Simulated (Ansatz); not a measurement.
Geometry optimisation, DFT PBE, scalar-relativistic, plane waves, PAW in Ansatz 0.2.0.

input.yaml

```yaml
crystal:
  lattice:
    - [0.0, 5.43, 5.43]
    - [5.43, 0.0, 5.43]
    - [5.43, 5.43, 0.0]
  atoms:
    - { symbol: Si, position: [0.0, 0.0, 0.0] }
    - { symbol: Si, position: [0.125, 0.125, 0.125] }
    - { symbol: Si, position: [0.0, 0.0, 0.5] }
    - { symbol: Si, position: [0.125, 0.125, 0.625] }
    - { symbol: Si, position: [0.0, 0.5, 0.0] }
    - { symbol: Si, position: [0.125, 0.625, 0.125] }
    - { symbol: Si, position: [0.0, 0.5, 0.5] }
    - { symbol: Si, position: [0.125, 0.625, 0.625] }
    - { symbol: Si, position: [0.5, 0.0, 0.0] }
    - { symbol: Si, position: [0.625, 0.125, 0.125] }
    - { symbol: Si, position: [0.5, 0.0, 0.5] }
    - { symbol: Si, position: [0.625, 0.125, 0.625] }
    - { symbol: Si, position: [0.5, 0.5, 0.0] }
    - { symbol: Si, position: [0.625, 0.625, 0.125] }
    - { symbol: Si, position: [0.5, 0.5, 0.5] }
    - { symbol: Si, position: [0.625, 0.625, 0.625] }
    - { symbol: Cu, position: [0.3862419, 0.358632, 0.8766503] }
total_charge: 1
basis:
  ecutwfc: 420.0
kpoints:
  mp_grid: { grid: [2, 2, 2] }
hamiltonian:
  xc: pbe
  pseudopotentials: { kind: paw, azcp: { folder: soft_1 } }
scf:
  occupations: { method: gaussian, width: 0.05 }
  lower_state_search: "off"
relax:
  f_tol: 0.03
  max_steps: 60
  adjacent_minimum: "off"
```

Command:

```bash
$ ansatz run input.yaml --threads 1 --pin off --max-ram 3072MiB --backend cpu --events-out ev --progress --plain --runs-dir out
```

Question: Where does it end, and by what steps?

Answer: It converged. Limits of this set-up: coarse k mesh, charged cell in a uniform background, uncorrected. After 8 steps the energy has fallen by 0.162 eV; Si9 moved furthest, 0.25 Å.

```
step  energy less start (eV)  largest force component (eV/Å)  accepted
   0                  0.0000                           0.854       yes
   1                 -0.1132                           0.309       yes
   2                 -0.1318                           0.090       yes
   3                 -0.1387                           0.227       yes
   4                 -0.1504                           0.115       yes
   5                 -0.1558                           0.105       yes
   6                 -0.1603                           0.062       yes
   7                 -0.1621                           0.035       yes
   8                 -0.1624                           0.021       yes
```

```xyz
17
Lattice="0.0000 5.4300 5.4300 5.4300 0.0000 5.4300 5.4300 5.4300 0.0000" Properties=species:S:1:pos:R:3
Si 0.037 -0.055 0.059
Si 1.315 1.405 1.363
Si 2.773 2.690 0.060
Si 4.127 4.025 1.409
Si 2.720 0.008 2.775
Si 4.147 1.316 4.116
Si 5.482 2.677 2.761
Si 6.831 4.017 4.121
Si -0.145 2.856 2.575
Si 1.311 4.069 4.025
Si 2.773 5.373 2.746
Si 4.070 6.830 4.035
Si 2.712 2.653 5.422
Si 3.933 4.194 6.662
Si 5.478 5.427 5.441
Si 6.830 6.743 6.853
Cu 6.614 6.928 3.921
```

Whether the end is a true minimum wasn't checked by a vibrational analysis.

Run time: 28 s on 1 thread of Intel(R) Xeon(R) 6975P-C (Granite Rapids) (shared host), peak memory 0.63 GiB.
